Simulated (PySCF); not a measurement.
Delta-SCF ions had no search for a lower state. Excitations are Tamm–Dancoff values on a coarser integration grid. The basis has no diffuse functions, so Rydberg states are missing or too high.

## C3H6O, SMILES `C[C@@H]1CO1` (charge 0, multiplicity 1)

The numbers are results of PySCF 2.14.0 with M06-2X/def2-TZVP // B3LYP-D3(BJ)/def2-TZVP, not measurements.

The HOMO comes out as -9.50 eV and the dipole moment is 2.04 D. The LUMO comes out as 2.19 eV. The HOMO–LUMO gap comes out as 11.70 eV and the S1 excitation (TDA) is 8.36 eV. The S1 oscillator strength comes out as 0.004 and the T1 excitation (TDA) is 7.83 eV. The S1–T1 gap (TDA) is 0.52 eV and the vertical ionisation energy (Delta-SCF) comes out as 10.42 eV. The total energy comes out as -193.0981 Ha. The cost is about 9 core-minutes (a rough figure).

```xyz
10

C      1.2403    -0.1645    -0.0781
C     -0.1260     0.0046     0.5189
C     -1.3339     0.0845    -0.3031
O     -0.7759     1.2608     0.2905
H      1.5231    -1.2197    -0.0978
H      1.2627     0.2228    -1.0973
H      1.9859     0.3734     0.5110
H     -0.2416    -0.3589     1.5382
H     -1.2436     0.0270    -1.3842
H     -2.2911    -0.2301     0.1019
```
Charge 0, spin multiplicity 1.
